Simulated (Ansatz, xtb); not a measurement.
Ranking isomers of CH4OSb−

3 gas-phase structures of CH4OSb−, found in a search over its isomers (lower ones may exist). Each was relaxed with GFN2-xTB:

A. `C[O][SbH-]`, a singlet
B. `[CH3][Sb-][OH]`, a singlet
C. `[CH3][SbH][O-]`, a singlet

Problem. Estimate their order in r2SCAN-D4/def2-SVPD energy at these geometries, lowest first.

Solution. Calculated order at r2SCAN-D4/def2-SVPD: B (0.0), A (11.8), C (14.3) kcal/mol.

Energies above the lowest of each column, in kcal/mol; the last columns are at B3LYP-D3(BJ)/def2-SVPD geometries:

```tsv
structure	GFN2-xTB	HF/STO-3G	r2SCAN-D4/def2-SVPD	B3LYP-D3(BJ)/def2-SVPD	CCSD(T)/def2-SVPD + ΔMP2/def2-TZVPPD
B	9.5	0.0	0.0	0.0	0.0
A	8.7	16.1	11.8	9.1	12.5
C	0.0	65.6	14.3	12.1	11.4
```

CCSD(T)/def2-SVPD + ΔMP2/def2-TZVPPD puts B lowest; GFN2-xTB picks C. CCSD(T)/def2-SVPD + ΔMP2/def2-TZVPPD orders those it was run on as B (0.0), C (11.4), A (12.5) kcal/mol. Flexible structures stand in one conformer each, not always the lowest. Atoms past krypton carry core potentials in the def2 sets, without spin–orbit terms. ΔMP2 is the change of the MP2 energy from the smaller to the larger basis.

Programs: Ansatz 0.2.0, xtb 6.7.1.
